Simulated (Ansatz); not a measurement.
# Worked example: vertical energy of the triplet above the singlet of CH6Ge (methyl germane)

The species is CH6Ge (8 atoms), meant as a singlet with charge 0. As SMILES, `[CH3][GeH3]`. The shape is that of a PBE0-D4/def2-TZVP optimisation.

Both states at this one shape; open shells run unrestricted unless said. 1 Eh = 27.2114 eV.

| level | program | singlet CH6Ge (Eh) | triplet CH6Ge (Eh) |
| --- | --- | --- | --- |
| SVWN5/def2-SVPD | Ansatz | -2114.844905 | -2114.572597 |
| CCSD/def2-SVPD, 10 core orbitals frozen | Ansatz | -2116.864419 | -2116.570878 |

Q: Work out the vertical gap, second state less first, at each level.

A: 
1. SVWN5/def2-SVPD: -2114.572597 − (-2114.844905) = 0.272308 Eh = 7.41 eV.
2. CCSD/def2-SVPD: -2116.570878 − (-2116.864419) = 0.293541 Eh = 7.99 eV.

No measured value is set beside it here; the levels span 7.41 to 7.99 eV. All-electron rows are non-relativistic unless named.
